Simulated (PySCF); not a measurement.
C4HF4O: g tensor and hyperfine couplings

Compound: C4HF4O (doublet state).
Z-matrix (Å and degrees, GFN2-xTB geometry), rows numbered from 1:
```
F 
C   1  1.3229
C   2  1.3835  1  126.97
F   3  1.3240  2  130.07  1     0.04
C   3  1.5035  2  106.34  1   179.95
F   5  1.3548  3  113.95  2  -120.03
F   5  1.3546  3  113.99  2   120.22
O   5  1.3830  3  105.51  2     0.07
C   8  1.3637  5  109.20  3    -0.06
H   9  1.0707  2  131.88  1    -0.06
```

The species is `FC1=C(F)C(F)(F)O[CH]1` [radical].

Theory: UKS B3LYP, pcH-1 on C F H O, non-relativistic, mean-field spin-orbit, GIAO (PySCF). Geometry: GFN2-xTB; no solvent, vibrations or thermal averaging. A GFN2-xTB geometry isn't a minimum of the functional, and hyperfine couplings can be far from their values at a DFT geometry. No stability test was run, so a lower SCF solution isn't excluded. ⟨S²⟩ is 0.773 where a pure state has 0.75.

* g1, g2, g3: 2.00127, 2.00357, 2.00394
* g_iso: 2.00293
* Form of g: close to axial: the two nearest values differ by 14 % of g3 − g1
* ⟨S²⟩: 0.7727 (exact 0.7500)
* α and β electrons: 35, 34
* HOMO–LUMO gap, α and β orbitals: 6.39, 4.98 eV
* Total energy: -627.55163 Eh
* Basis functions: 235

Hyperfine couplings atom by atom, in G; T1 to T3 are the principal values of the dipolar part (MHz turned into gauss with g_iso; 10 G = 1 mT):

```tsv
atom	isotope	a_iso	T1	T2	T3	Mulliken spin population
F1	19F	-10.6	-25.3	8.6	16.7	-0.01
C2	13C	-18.6	-9.9	4.9	5.1	-0.20
C3	13C	20.0	-17.5	-17.1	34.6	0.50
F4	19F	33.3	-60.7	-49.9	110.6	0.04
C5	13C	-8.9	-0.9	-0.3	1.2	0.01
F6	19F	55.3	-20.8	-20.2	41.0	0.02
F7	19F	55.1	-20.7	-20.1	40.8	0.02
O8	17O	-2.6	-9.3	4.3	5.0	0.04
C9	13C	20.8	-19.8	-19.0	38.8	0.61
H10	1H	-17.1	-9.3	-0.3	9.6	-0.03
```

The Mulliken spin populations are largest on C9 (+0.61), C3 (+0.50) and C2 (-0.20). The positive populations add up to 1.24 and the negative ones to -0.24, together 2S = 1. The angles at C9 add up to 360.0°, so it is planar; its axial dipolar tensor and the negative coupling of its proton fit spin in a p orbital normal to that plane.

Axes: g2 points within 5° of the C9–H10 bond and g3 points within 4° of the C3–C5 bond.

Under fast tumbling the dipolar parts average out, and these isotropic splittings remain: 2 × 19F (F6/F7, I = 1/2, 3 lines) with 5.52 mT, 1 × 19F (F4, I = 1/2, 2 lines) with 3.33 mT, 1 × 1H (H10, I = 1/2, 2 lines) with 1.71 mT and 1 × 19F (F1, I = 1/2, 2 lines) with 1.06 mT.

Nuclei that the bonding pattern makes equivalent are averaged, as if the motion that swaps them (rotation, inversion, ring flip) were fast.

The 17O coupling of O8 (-7.3 MHz) shows only in satellite lines or after enrichment, since that isotope makes up about 0.038 % of natural oxygen.

The 13C coupling of C9 (58.4 MHz) shows only in satellite lines or after enrichment, since that isotope makes up about 1.07 % of natural carbon.
